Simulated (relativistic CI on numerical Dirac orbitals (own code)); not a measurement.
Cu4+ in a cubic cluster: 2p photoemission with charge transfer

Computed with a charge-transfer multiplet model of a cubic metal-ligand cluster with up to 2 ligand holes, Slater and spin-orbit integrals from Dirac-Coulomb-Breit ions, Slater integrals scaled by 0.9. The ground state mixes d7 with configurations of k ligand holes L, whose averages lie at kΔ + k(k − 1)U_dd/2; a core hole lowers each added d electron by U_cd. 300 K, Lorentzian 0.6 eV and Gaussian 0.8 eV FWHM.

Atomic integrals in eV (Slater integrals scaled, ζ unscaled), ground: F2dd 13.318, F4dd 8.350, zeta_d 0.120; with the core hole: F2dd 14.765, F4dd 9.299, zeta_d 0.162, zeta_core 13.365, F2cd 9.081, G1cd 7.133, G3cd 4.063.

Cluster parameters (eV): Δ = 1.2, U_dd = 6.8, U_cd = 8.2, 10Dq = 0.85, 10Dq(ligand) = 0.8, final-state hopping factor = 0.8.

Weights, n_d and S are thermal averages at 300 K. Binding energies count from the first peak over 30 % of the highest in each spectrum, which can be another peak from case to case. The parameters are a model scan and need not match a compound or its usual spin state. Peaks in eV (height, largest 100): 0.0 (43), 1.5 (32), 4.9 (84), 7.8 (100), 13.0 (33), 15.3 (14), 23.5 (31), 29.3 (71), 33.0 (12).

(1) Which parameters give this spectrum?
A. V(eg) = 1.3 eV, V(t2g) = -0.62 eV
B. V(eg) = 1 eV, V(t2g) = -0.48 eV
C. V(eg) = 1.6 eV, V(t2g) = -0.76 eV
D. V(eg) = 0.4 eV, V(t2g) = -0.19 eV
E. V(eg) = 2.2 eV, V(t2g) = -1.05 eV

## Answers

(1) B. V(eg) = 1 eV, V(t2g) = -0.48 eV; the ground state then has 7.14 d electrons and S = 1.50. The choice follows from running the model for each set and comparing peak positions and heights. The space is cut while the next configuration still counts.
